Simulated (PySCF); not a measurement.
B$_{2}$Cl$_{4}$, charge -1, doublet, at a GFN2-xTB geometry (a state made from the parent by changing its charge; the spin is typed, not shown lowest) (a gas-phase anion, which may not be bound at this level); B3LYP/3-21G (PySCF).

Input for PySCF:
```python
from pyscf import gto, scf, dft

mol = gto.M(
    atom='''
Cl   -1.642920   -1.653476   -0.117481
B    -0.778885   -0.075098   -0.063347
Cl   -1.924122    1.309551   -0.172628
B     0.778885    0.075098    0.063347
Cl    1.924122   -1.309551    0.172628
Cl    1.642920    1.653476    0.117481
''',
    basis='3-21g',
    charge=-1,
    spin=1,
    verbose=4,
    symmetry=True,
    symmetry_subgroup='D2',
)

mf = dft.UKS(mol)
mf.xc = 'b3lyp'
mf.kernel()
mf.analyze()
```

Predict the main parts of the log of this PySCF run.


```
Traceback (most recent call last):
  File "input.py", line 3, in <module>
  File "site-packages/pyscf/gto/mole.py", line 119, in M
  File "site-packages/pyscf/gto/mole.py", line 2621, in build
  File "site-packages/pyscf/gto/mole.py", line 2703, in _build_symmetry
  File "site-packages/pyscf/symm/geom.py", line 441, in as_subgroup
pyscf.lib.exceptions.PointGroupSymmetryError: D2 not in Ablien subgroup of D2h
```

The program refused the input.
